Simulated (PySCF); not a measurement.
Si(H)(Br)(Me)2 (C2H7BrSi), SMILES C[SiH](C)Br.

The structure is a stationary point at PBE0-D3(BJ)/def2-SVP.

Calculation: TDA-B3LYP/def2-SVPD in PySCF.

Vertical excitations. Isolated molecule, no solvent. State labels are in the subgroup Cs.

```json
[
 {"state": "S1", "symmetry": "A'", "energy (eV)": "6.81", "λ (nm)": "182", "f": "0.024", "main pairs": "HOMO−1→LUMO 94 %"},
 {"state": "S2", "symmetry": "A\"", "energy (eV)": "6.81", "λ (nm)": "182", "f": "0.018", "main pairs": "HOMO→LUMO 96 %"},
 {"state": "S3", "symmetry": "A\"", "energy (eV)": "7.24", "λ (nm)": "171", "f": "0.073", "main pairs": "HOMO→LUMO+1 96 %"},
 {"state": "S4", "symmetry": "A'", "energy (eV)": "7.28", "λ (nm)": "170", "f": "0.037", "main pairs": "HOMO−1→LUMO+1 93 %"},
 {"state": "S5", "symmetry": "A\"", "energy (eV)": "7.70", "λ (nm)": "161", "f": "0.018", "main pairs": "HOMO−1→LUMO+2 98 %"},
 {"state": "S6", "symmetry": "A'", "energy (eV)": "7.79", "λ (nm)": "159", "f": "0.015", "main pairs": "HOMO→LUMO+2 92 %"},
 {"state": "S7", "symmetry": "A\"", "energy (eV)": "7.97", "λ (nm)": "155", "f": "0.001", "main pairs": "HOMO→LUMO+3 96 %"},
 {"state": "S8", "symmetry": "A'", "energy (eV)": "8.01", "λ (nm)": "155", "f": "0.021", "main pairs": "HOMO−1→LUMO+3 92 %"},
 {"state": "S9", "symmetry": "A\"", "energy (eV)": "8.28", "λ (nm)": "150", "f": "0.001", "main pairs": "HOMO−2→LUMO 85 %"},
 {"state": "S10", "symmetry": "A'", "energy (eV)": "8.36", "λ (nm)": "148", "f": "0.048", "main pairs": "HOMO−1→LUMO+4 75 %, HOMO−3→LUMO 15 %"},
 {"state": "T1", "symmetry": "A'", "energy (eV)": "6.40", "λ (nm)": "194", "f": "0", "main pairs": "HOMO−1→LUMO 93 %"},
 {"state": "T2", "symmetry": "A\"", "energy (eV)": "6.43", "λ (nm)": "193", "f": "0", "main pairs": "HOMO→LUMO 92 %"},
 {"state": "T3", "symmetry": "A'", "energy (eV)": "7.13", "λ (nm)": "174", "f": "0", "main pairs": "HOMO−1→LUMO+1 90 %"},
 {"state": "T4", "symmetry": "A\"", "energy (eV)": "7.13", "λ (nm)": "174", "f": "0", "main pairs": "HOMO→LUMO+1 92 %"}
]
```
Triplets are in the Tamm–Dancoff approximation.
